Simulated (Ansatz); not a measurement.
One change: `C[SiH2]/N=C/F` becomes `C/N=C\F`.

Ansatz, PBE0-D4/def2-TZVP geometries, multiplicity 1. Each molecule was computed in one conformer, which needn't be the lowest.

| property | `C[SiH2]/N=C/F` |
| --- | --- |
| size of the dipole moment (PBE/def2-TZVPP) / D | 1.85 |
| zero-point energy (PBE0-D4/def2-TZVP) / kJ/mol | 203.4 |
| ideal-gas entropy at 298 K and 1 bar (rigid rotor, harmonic PBE0-D4/def2-TZVP) / J/(mol·K) | 343 |
| LUMO energy (B3LYP/def2-TZVPP) / eV | -0.77 |
| size of the dipole moment (ωB97M-V/def2-TZVPP) / D | 2.01 |
| HOMO energy (PBE0/def2-TZVPP) / eV | -8.07 |

Task: What does the change do to each property? (Best estimate.)

Result: Computed: 
| property | `C/N=C\F` | shift |
| --- | --- | --- |
| size of the dipole moment (PBE/def2-TZVPP) / D | 0.32 | -1.53 |
| zero-point energy (PBE0-D4/def2-TZVP) / kJ/mol | 161.3 | -42.1 |
| ideal-gas entropy at 298 K and 1 bar (rigid rotor, harmonic PBE0-D4/def2-TZVP) / J/(mol·K) | 287 | -56 |
| LUMO energy (B3LYP/def2-TZVPP) / eV | -0.18 | 0.59 |
| size of the dipole moment (ωB97M-V/def2-TZVPP) / D | 0.26 | -1.75 |
| HOMO energy (PBE0/def2-TZVPP) / eV | -8.07 | 0.00 |

The zero-point energy changes by -42.1 kJ/mol with -9 modes. Dipoles are sizes alone; their direction can turn.

B3LYP here is the variant with VWN-RPA as its local correlation; programs differ in this.
